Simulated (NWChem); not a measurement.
## Atomisation of Cl3Si

```
Si
Cl 1 2.0803
Cl 1 2.0803 2 109.26
Cl 1 2.0804 2 109.26 3 -119.49
```
Charge 0, spin multiplicity 2.

The numbers come from NWChem runs, not from measurements. The geometry was optimised at UPBE/def2-SVP, a minimum by its harmonic frequencies.

Basis set: def2-TZVP. The atomisation energy is electronic alone: no zero-point, thermal, spin-orbit or counterpoise terms. No value is extrapolated to the basis-set limit. Free atoms are single determinants with multiplicities Cl 2, Si 3. Correlated methods freeze the same cores in atoms and molecule, 20 orbitals in all.

| method | atomisation energy (kcal/mol) | relative cost |
|---|---|---|
| PBE0 | 275.7 | 1 |
| PBE | 281.5 | under 3 |
| B3LYP | 262.9 | under 3 |
| BP86 | 277.2 | under 3 |
| r2SCAN | 282.8 | under 3 |
| M06-2X | 278.6 | under 3 |
| HF | 200.5 | under 3 |
| MP2 | 277.5 | 4 |

The values span 82.3 kcal/mol, from HF (lowest) to r2SCAN (highest). Costs are rough ratios of processor time within this set of runs, SCF included, with PBE0 as 1. Costs are the molecule's.

B3LYP has NWChem's definition, with VWN1-RPA local correlation. The structure started from a generated list of species. The unpaired electrons of the parent sit in orbitals of symmetry a' (Cs labels of the run); other states weren't searched. No SCF solution was tested for a lower state. Open-shell Hartree-Fock references start from PBE0 orbitals; any time given for them includes that run.
